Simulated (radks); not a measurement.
Results of a calculation; reference values are marked as such.
Problem. Radial electron density D(r) = 4 pi r^2 rho(r) of an atom or ion with 52 electrons. Code: a radial shooting solver on a logarithmic mesh with Libxc functionals. Model: scalar-relativistic Kohn-Sham, r2SCAN, spin-polarised, spherical densities, finite nucleus; meta-GGA in the generalised Kohn-Sham scheme; Fermi nuclear charge, rms radius of each element as measured or else 0.836 A^(1/3) + 0.57 fm.

```
   r/bohr * D(r) (the largest magnitude, 88.3, reaches the edge; | marks zero)
 0.002976 |      *
 0.003969 |          *
 0.005252 |                *
 0.007004 |                      *
 0.009342 |                              *
  0.01236 |                                     *
  0.01649 |                                         *
  0.02199 |                                         *
  0.02933 |                                      *
   0.0388 |                                    *
  0.05176 |                                          *
  0.06903 |                                                   *
  0.09134 |                                                      *
   0.1218 |                                             *
   0.1625 |                                      *
   0.2167 |                                            *
   0.2867 |                                          *
   0.3824 |                       *
   0.5101 |              *
   0.6749 |                 *
   0.9001 |             *
    1.201 |     *
    1.601 |  *
    2.119 | *
    2.826 |*
    3.769 *
    4.987 *
    6.651 *
```

What is the nuclear charge?

Solution. Z = 53. The innermost maximum, from 1s, lies near gamma/Z bohr with gamma = sqrt(1 - (Z/c)^2) = 0.922, here 0.0174 bohr (found: 0.0190), and its height grows with Z. The density is that of the iodine ion I+ in [Kr] 4d10 5s1.5 5p4.5; the configuration itself is not fixed sharply by these data, and Z only to a few units. D(r) has 4 maxima, at r = 0.0190, 0.0843, 0.242, 0.697 bohr, and minima at 0.0370, 0.160, 0.510 bohr, inside which lie 1.98, 11.20, 28.96 electrons.
